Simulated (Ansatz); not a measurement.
Species: C9H5F3, SMILES `C#Cc1ccc(C(F)(F)F)cc1` (charge 0, multiplicity 1).

Question: Give a relaxed geometry from PBE-D3(BJ)/def2-SVP (Ansatz, a first-principles code).

Answer: the end point of this relaxation (outside a Z-matrix the atoms follow the SMILES, hydrogens last).
Cartesian coordinates (Å) in one orientation:
```xyz
17

C      4.079    -0.235     0.641
C      2.871    -0.165     0.448
C      1.463    -0.084     0.221
C      0.816     1.175     0.143
C     -0.561     1.252    -0.080
C     -1.319     0.077    -0.229
C     -2.815     0.161    -0.412
F     -3.180     1.296    -1.054
F     -3.295    -0.887    -1.124
F     -3.460     0.157     0.783
C     -0.689    -1.179    -0.158
C      0.688    -1.261     0.066
H      5.145    -0.296     0.812
H      1.412     2.091     0.257
H     -1.056     2.231    -0.149
H     -1.284    -2.094    -0.286
H      1.184    -2.240     0.120
```
